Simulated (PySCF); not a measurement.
**Copper: a sound run and one with changed settings**

Sound run: Cu [Ar] 3d10 4s1, Cu⁺ [Ar] 3d10. Calculation: PySCF 2.14, in 6-31G*; no relativity, point nucleus. In the sound run the correlated levels freeze [Ar]. The sound run starts from symmetry-adapted Hartree-Fock orbitals and uses a fine grid where one is needed.

Changed run: a valence shell is frozen. This setting is unsound on purpose.

Ionisation energy of Cu:

```json
{"method": "UHF", "sound run (eV)": "5.806", "changed run (eV)": "5.806"}
{"method": "MP2", "sound run (eV)": "6.166", "changed run (eV)": "5.806"}
{"method": "SCS-MP2", "sound run (eV)": "6.116", "changed run (eV)": "5.806"}
{"method": "CCSD", "sound run (eV)": "6.196", "changed run (eV)": "5.806"}
{"method": "CCSD(T)", "sound run (eV)": "6.238", "changed run (eV)": "5.806"}
{"method": "CCSDT", "sound run (eV)": "n/a", "changed run (eV)": "5.806"}
{"method": "FCI", "sound run (eV)": "n/a", "changed run (eV)": "5.806"}
```

Freezing a valence shell removes pair correlation that changes on ionisation.

For comparison, NIST gives 7.726 eV between the lowest levels.
